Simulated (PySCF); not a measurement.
Point-charge models of `FC(F)(F)[C@@H](Cl)[C@H]1CC[SiH2]1` against its computed dipole.

Coordinates (GFN2-xTB, Å) and charges (e) from the PBE0/pcSseg-1 density (PySCF):

```csv
atom,x,y,z,Mulliken,IAO,Hirshfeld,ESP-fitted
F1,-2.810,-1.181,-0.317,-0.2715,-0.2836,-0.0878,-0.1610
C2,-2.391,-0.029,0.237,+0.8725,+0.8041,+0.2522,+0.5726
F3,-3.425,0.816,0.165,-0.2573,-0.2750,-0.0939,-0.1633
F4,-2.188,-0.287,1.534,-0.2614,-0.2734,-0.0763,-0.1559
C5,-1.150,0.492,-0.472,-0.2779,-0.1282,-0.0172,-0.6991
Cl6,-0.744,2.068,0.260,-0.0784,-0.0833,-0.0138,+0.0011
C7,0.002,-0.481,-0.356,-0.5358,-0.3909,-0.1284,+0.0403
C8,1.266,-0.011,-1.108,-0.1330,-0.2544,-0.0729,-0.0900
C9,2.213,0.255,0.080,-0.4988,-0.5444,-0.1667,-0.3377
Si10,0.967,-0.498,1.317,+0.6548,+0.7288,+0.3241,+0.3902
H11,-1.430,0.688,-1.514,+0.1865,+0.1757,+0.0521,+0.3309
H12,-0.359,-1.447,-0.715,+0.1615,+0.1563,+0.0344,+0.0833
H13,1.647,-0.796,-1.758,+0.1311,+0.1449,+0.0440,+0.0667
H14,1.089,0.875,-1.717,+0.1309,+0.1387,+0.0339,+0.0769
H15,2.401,1.316,0.223,+0.1504,+0.1542,+0.0333,+0.1055
H16,3.181,-0.231,-0.019,+0.1407,+0.1471,+0.0355,+0.0985
H17,1.246,-1.870,1.741,-0.0743,-0.1169,-0.0757,-0.1014
H18,0.476,0.327,2.409,-0.0402,-0.0997,-0.0768,-0.0575
```

Q: Form Σ q r in debye for every column and set it beside the full dipole.

A: The full density gives (1.93, -0.71, -1.31) D, 2.44 D in size; dipole vectors point from the negative to the positive end.

| scheme | μx | μy | μz | size (D) | share of the full size (%) | angle to the full dipole (°) |
| --- | --- | --- | --- | --- | --- | --- |
| Mulliken | 2.87 | -0.66 | 0.35 | 2.97 | 122 | 40 |
| IAO | 2.54 | -0.60 | -0.44 | 2.64 | 108 | 24 |
| Hirshfeld | 0.47 | -0.02 | -0.24 | 0.53 | 22 | 17 |
| ESP-fitted | 1.95 | -0.71 | -1.35 | 2.47 | 102 | 1 |

Q: Which set comes closest?

A: Length of the difference vector: ESP-fitted 0.04 D, IAO 1.07 D, Mulliken 1.91 D, Hirshfeld 1.93 D. Closest: ESP-fitted. 

Q: What is left for the Hirshfeld atoms' own dipoles?

A: The Hirshfeld atoms' densities add up to the full density, so μ = Σ q r + Σ (atomic dipoles). The atomic dipoles sum to (1.93, -0.71, -1.31) − (0.47, -0.02, -0.24) = (1.46, -0.69, -1.07) D, 1.93 D in size.

Q: With the origin at the mean of the coordinates, (0.000, 0.000, -0.001) Å, which are the largest single terms, by size, of the ESP-fitted dipole along the direction of the full one?

A: C2 -5.53, C5 +2.69, C9 -2.65, F3 +2.38, F4 +1.85 D; all 18 atoms together +2.47 D. The single terms depend on the origin, their sum doesn't.

Q: Give the size of the full dipole in other units.

A: 2.44 D = 0.958 au = 0.507 e·Å = 8.13 × 10⁻³⁰ C·m.

Geometry: GFN2-xTB, one conformer, isolated molecule.

The run behind these numbers computed NMR shieldings as well. Time: 1.8 min wall (with the writing of density and orbital grids); peak memory 1.1 GiB. Hardware: Arm Neoverse N1, one thread, no GPU, shared host with 64 logical CPUs at a one-minute load of 61.

Conformer computed: `[F:1][C:2]([F:3])([F:4])[C@@H:5]([Cl:6])[C@H:7]1[CH2:8][CH2:9][SiH2:10]1`: F1–C2–C5–Cl6 176°, C2–C5–C7–C8 178°.
